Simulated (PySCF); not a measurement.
O3Sn. Atoms are numbered in the order given.

```xyz
4

Sn     0.0000     0.0000     0.1937
O      0.0000     0.0000     2.0355
O      0.0000     0.8082    -1.6229
O      0.0000    -0.8082    -1.6229
```

Geometry: B3LYP-D3(BJ)/def2-SVP. The def2 effective core potentials stand for the cores of Sn; spin–orbit coupling is left out.

Level of theory: CAM-B3LYP/def2-TZVPD (PySCF).

Mulliken values depend strongly on the basis, most of all with diffuse functions as here. ESP charges are fitted to the potential on shells at 1.4 to 2.0 van der Waals radii. Atomic charges (e):

| atom | ESP fit | Mulliken |
|---|---|---|
| Sn1 | 1.19 | 1.42 |
| O2 | -0.55 | -0.58 |
| O3 | -0.32 | -0.42 |
| O4 | -0.32 | -0.42 |
